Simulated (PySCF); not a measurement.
Level of theory: PBE0 in PySCF with Hf def2-TZVP with ECP60, H def2-TZVP; scalar-relativistic core potentials, no spin–orbit coupling; density-fitted integrals. Open shells, if any, are unrestricted.

Q: What shape and geometry does isolated singlet HfH4 take (every ligand bound to Hf)?

A: Formally Hf is in oxidation state +4, d0. The polar-tensor charge on Hf, 1.63, is far below the formal one. The lowest minimum found is a singlet of Td symmetry with Hf–H 1.847 Å (×4); H–Hf–H 109.5° (×6). Its harmonic wavenumbers are 551 (t2), 673 (e), 1711 (t2), 1777 (a1) cm⁻¹ and its dipole moment is 0.00 D.

Stability towards spin polarisation was not tested. This need not be the most stable arrangement of these atoms. Spin–orbit coupling, left out here, can matter for elements this heavy.
